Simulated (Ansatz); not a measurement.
Coupled-cluster run, `FB(F)OC(F)(F)F`.

```yaml
crystal:
  periodic: [false, false, false]
  atoms:
    - {symbol: F, position_ang: [0.186709, -1.680579, 0.917130]}
    - {symbol: B, position_ang: [0.053729, -1.326122, -0.339126]}
    - {symbol: F, position_ang: [0.018392, -2.235815, -1.279528]}
    - {symbol: O, position_ang: [-0.052871, -0.020220, -0.728957]}
    - {symbol: C, position_ang: [-0.032678, 1.026862, 0.129882]}
    - {symbol: F, position_ang: [-1.032718, 0.960985, 1.003821]}
    - {symbol: F, position_ang: [1.108753, 1.078603, 0.810054]}
    - {symbol: F, position_ang: [-0.157016, 2.139186, -0.569076]}
basis:
  gaussian: {orbitals: def2-SVP}
correlation: {method: ccsd_t}
```

```sh
$ ansatz run in.yaml --threads 4 --pin off --events-out ev --progress --plain --max-ram 11315MiB
```

The program prints (abridged):

```
Functional definition: HF
1061 factors; integrals over basis functions are off by at most 1.0e-3 eV
mean field evaluation 1: about -17254.6391 eV, gradient 5.6e1 eV
mean field evaluation 2: about -17254.7981 eV, gradient 5.7e1 eV
mean field evaluation 4: about -17260.3787 eV, gradient 3.3e0 eV
mean field evaluation 8: about -17260.4227 eV, gradient 2.7e-1 eV
mean field -17260.42292711 eV, -634.3088430363 hartree, gradient 2.0e-6 eV, S^2 0.000000; 0 other end points of the search recorded, 0 dependent functions left out
8 core orbitals not correlated: weight in the atoms' cores, before any rotation towards them, 1.000 or more for the frozen orbitals, at most 0.000 for the correlated occupied ones
reference -17260.42292711 eV, -634.3088430363 hartree; 24, 24 occupied and 80, 80 virtual orbitals, 1061 factors
second order -35.21232120 eV of doubles, -0.00000000 eV of singles
cycle   1  -34.82715452 eV  change    3.9e-1 eV  update   1.2e-1
cycle   2  -35.49545779 eV  change   -6.7e-1 eV  update   3.2e-2
cycle   3  -35.65629857 eV  change   -1.6e-1 eV  update   1.6e-2
cycle   4  -35.64311433 eV  change    1.3e-2 eV  update   2.9e-3
cycle   5  -35.63909260 eV  change    4.0e-3 eV  update   1.1e-3
cycle   6  -35.63977544 eV  change   -6.8e-4 eV  update   3.0e-4
cycle   7  -35.63964910 eV  change    1.3e-4 eV  update   8.6e-5
cycle   8  -35.63953630 eV  change    1.1e-4 eV  update   2.8e-5
cycle   9  -35.63952799 eV  change    8.3e-6 eV  update   9.2e-6
perturbative correction -0.69754368 eV, -0.0256342576 hartree
Total energy: -17296.75999878 eV, -635.6442057902 hartree
```

Run time 15 s (4 threads of an Arm Neoverse V2 on a shared host); peak host memory 0.7 GiB.

The correlation energy is -36.337 eV, 1.9 % of it from (T); the T1 diagnostic reads 0.0120.
